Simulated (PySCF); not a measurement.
Computed properties of CH7BN2O, SMILES NB(O)NC

CH₇BN₂O, SMILES CNB(O)N. Coordinates come from a PBE0-D3(BJ)/def2-SVP optimisation. The structure was generated by enumeration, and PubChem lists no compound with its InChIKey, so it may never have been made. Other conformers were not sampled. All values are computed for the isolated molecule unless a solvent is named; none is compared with measurement here.

**Structure.** All 30 harmonic modes at PBE0-D3(BJ)/def2-SVP (PySCF) are real, so it is a minimum. With heavy atoms numbered as in [CH3:1][NH:2][B:3]([NH2:4])[OH:5], the shortest bond between them is B3–O5 at 1.382 Å and the longest C1–N2 at 1.436 Å.

**Vibrations.** The strongest infrared lines (harmonic, unscaled, degenerate partners summed) lie at 1550 cm⁻¹ (319 km/mol, H 38 %, N 31 %, B 28 %), 1599 cm⁻¹ (256 km/mol, H 60 %, N 21 %, B 18 %), 446 cm⁻¹ (196 km/mol, H 82 %, N 9 %). The softest mode is at 110 cm⁻¹ and the zero-point energy is 63.3 kcal/mol.

**Electronic structure.** PBE0/def2-TZVP (PySCF) places the frontier levels at -6.54 and 0.79 eV, a gap of 7.33 eV, and gives a dipole moment of 1.66 D and a mean polarisability of 46.0 bohr³. PBE/def2-TZVP (PySCF) at the same geometry gives -5.14 and -0.03 eV, so its gap is 2.22 eV narrower. An orbital gap is neither the optical nor the fundamental gap.

**Excitations.** TDA-PBE0/def2-SVPD (PySCF) has S1 at 5.59 eV (222 nm, f = 0.002, dark); the most intense of the 10 singlets computed lies at 8.34 eV (f = 0.06). T1 (TDA) is at 5.44 eV, 0.15 eV under S1. TDA-PBE/def2-SVPD (PySCF) puts S1 at 4.79 eV. No vertical singlet excitation falls in the visible range (under 3.1 eV).

**NMR.** GIAO shifts at KT2/pcSseg-1 (PySCF) (non-relativistic, atoms alike by connectivity averaged): ¹³C at 32.6 ppm against TMS; ¹H from 0.8 to 2.9 ppm against TMS; ¹¹B at 9.1 ppm against BF3.
